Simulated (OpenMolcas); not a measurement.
Pt2+ among 6 point charges of -1 e arranged as a trigonal antiprism (D3d), with a polar angle of 58.6° against the regular 54.74°.

```yaml
Program: OpenMolcas 26.06
Method: "SS-CASPT2, IPEA 0.25 Eh, imaginary shift 0.1 Eh (closed shells correlated: 5s 5p)"
Basis: ANO-RCC-VTZP [8s7p5d3f1g]
Scalar_Hamiltonian: DKH2, point nucleus
Active_space: 8 electrons in 5 orbitals (5d)
State_averaging: 2S+1 = 3 even, 10 roots; 2S+1 = 1 even, 15 roots
Spin-orbit_coupling: RASSI with atomic mean-field integrals over the reference wave functions
```

All point charges move together. At R = 2.06 Å the first state of the same spin is 4950 cm-1, and at R = 2.16 Å it is 3850 cm-1.

**Question.** A third run gives 2440 cm-1. What distance was it run at?

**Answer.** With a power law R^-n the two known points give n = -ln(3850 / 4950) / ln(2.16 / 2.06) = 5.30. Then R = 2.06 × (4950 / 2440)^(1/5.30) = 2.354 Å. The run was at 2.34 Å, so the estimate is off by +0.014 Å.

Roots that are degenerate in the reference are averaged as groups; the widest CASPT2 spread within a group is 78 cm-1 (the 2-fold group of multiplicity 3 near 5730 cm-1 above the lowest state of its run, R = 2.06). Shifts and gaps below about the spread of the groups concerned are not significant. Real 4d8 and 5d8 ions are as a rule square planar and diamagnetic. Free-ion shares, where given, are those of the reference states; single-state CASPT2 does not remix them. Spin-orbit coupling mixes the spin-free states strongly: the lowest level takes only 66 % from its leading state, 3A2 (figures for R = 2.06; the like holds for R = 2.16, R = 2.34). This is an electrostatic model: the charges have no orbitals. No measured value stands beside these numbers.
